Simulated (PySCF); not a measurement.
SMILES Bc1ccc([SiH3])s1 (C4H7BSSi) at its GFN2-xTB optimised geometry (Å):

```
14

B     -1.4116    -2.4117     0.0016
C     -0.4536    -1.2336     0.0000
C      0.9280    -1.2336     0.0000
C      1.5051     0.0395     0.0000
C      0.5863     1.0604     0.0000
Si     0.8913     2.9123    -0.0016
S     -1.0146     0.4231    -0.0004
H     -2.5667    -2.2308     0.0016
H     -0.9760    -3.4972     0.0030
H      1.4982    -2.1467     0.0002
H      2.5667     0.2183     0.0003
H      0.2440     3.4972     1.1733
H      2.3405     3.1069     0.0474
H      0.3283     3.4823    -1.2266
```

Level of theory: B3LYP/def2-TZVP in PySCF.

Map of the deformation density (molecule minus spherical neutral atoms) (e/bohr³) on the plane z = 0.8 Å:

```
|22222222222222222222222222222|
|22222222222222222222222222222|
|22222222222222222222222222222|
|22222222222222222222222222222|
|22222222222222343222222222222|
|22222222222223696222222222222|
|22222222222223596223322222222|
|22222222222222342112222222222|
|22222222222222221112222222222|
|22222222222222222222222222222|
|22222222222222223222222222222|
|22222222223222222222222222222|
|22222222233333222322222222222|
|22222222223422212322222222222|
|22222222222221111212222222222|
|22222222222232111222222222222|
|22222222222222222222222222222|
|22222222222222221122222222222|
|22222222222232221122222222222|
|22222222221222222222222222222|
|22222222210012222222222222222|
|22222222210122222222222222222|
|22222222222222222222222222222|
|22222222222222222222222222222|
|22222222222222222222222222222|
|22222222222222222222222222222|
|22222222222222222222222222222|
|22222222222222222222222222222|
|22222222222222222222222222222|
```
Scale: ten equal steps from -0.026 (start of '0') to 0.064 (end of '9'), in the order '0123456789'; x runs from -5.50 to 5.50, y from -5.50 (bottom) to 5.50 (top).
